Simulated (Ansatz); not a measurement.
**Worked example: GeF4 + C3H4Al → GeF3 + C3H4AlF**

Species: GeF4 `[F][Ge]([F])([F])[F]`, singlet; C3H4Al `C#[C][Al][CH3]`, doublet; GeF3 `[F][Ge]([F])[F]`, doublet; C3H4AlF `C#[C][Al]([CH3])[F]`, singlet. A radical takes F: the energy is the difference in strength between the Ge–F bond broken and the Al–F bond made.

Shapes, held fixed at every level: PBE0-D4/def2-TZVP. Programs: Ansatz 0.2.0. Electronic energies: no zero-point or thermal term.

At CCSD(T)/def2-TZVPP; 1 Eh = 2625.50 kJ/mol:

| species | energy (Eh) |
| --- | --- |
| GeF4 | -2474.735624 |
| C3H4Al | -358.412210 |
| GeF3 | -2374.904532 |
| C3H4AlF | -458.290348 |

Task: Work out ΔE of the reaction at this level.

Result: 
1. Products less reactants: (-2374.904532) + (-458.290348) − [(-2474.735624) + (-358.412210)] = -0.047046 Eh = -123.5 kJ/mol.

Other levels give -151.7 (wB97M-V/def2-TZVPP) to -117.9 kJ/mol (HF/def2-TZVPP). No measured value is set beside it here. Open shells run unrestricted unless RO is named. Relativity is left out for Ge unless named. Correlated rows may include outer-core shells of Ge, which these sets cover unevenly.
